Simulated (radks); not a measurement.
Problem. These are the eigenvalues of the occupied orbitals of an atom or ion with whole-number occupations (hartree). Calculated with a radial shooting solver on a logarithmic mesh with Libxc functionals: Dirac Kohn-Sham, PBE, spin-unpolarised, spherical densities, finite nucleus; Fermi nuclear charge, rms radius of each element as measured or else 0.836 A^(1/3) + 0.57 fm.

orbital  eigenvalue
1s1/2     -1652.991
2s1/2     -268.8095
2p1/2     -254.5794
2p3/2     -233.9914
3s1/2     -58.77718
3p1/2     -52.67381
3p3/2     -48.53394
3d3/2     -37.92393
3d5/2     -37.02677
4s1/2     -11.85550
4p1/2      -9.53334
4p3/2      -8.63052
4d3/2      -4.81146
4d5/2      -4.65107
5s1/2      -1.75641
5p1/2      -1.13746
5p3/2      -1.01735
6s1/2      -0.30500
4f5/2      -0.30297

Which element is it, and in what charge state? The configuration may be excited. Open shells, if any, fill j = l - 1/2 first.

Solution. Z = 61, promethium, charge +1: Pm+ in [Xe] 4f5 6s1. The list shows which subshells hold electrons but not how many an open one holds; the 1s level, -1653 hartree, gives Z - s = 57.5 by -(Z - s)^2/2, which with screening and relativity narrows Z to a few neighbours, and the depths of the outer levels then fix element, charge and occupations together.
